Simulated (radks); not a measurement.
Removal energies from the zirconium ion Zr12+, [Ar] 3d10, by Delta-SCF beside the eigenvalue of the level emptied. Calculated with a radial shooting solver on a logarithmic mesh with Libxc functionals: scalar-relativistic Kohn-Sham, PBE, spin-polarised, spherical densities, finite nucleus; Fermi nuclear charge, rms radius of each element as measured or else 0.836 A^(1/3) + 0.57 fm. Open shells are filled with parallel spins first.

removed from	final configuration	Delta-SCF (eV)	-eigenvalue (eV)
3d	[Ar] 3d9	427.46	404.60
3p	[Ne] 3s2 3p5 3d10	569.63	547.58
3s	[Ne] 3s1 3p6 3d10	656.95	634.85
2p	[He] 2s2 2p5 3s2 3p6 3d10	2498.9	2441.8
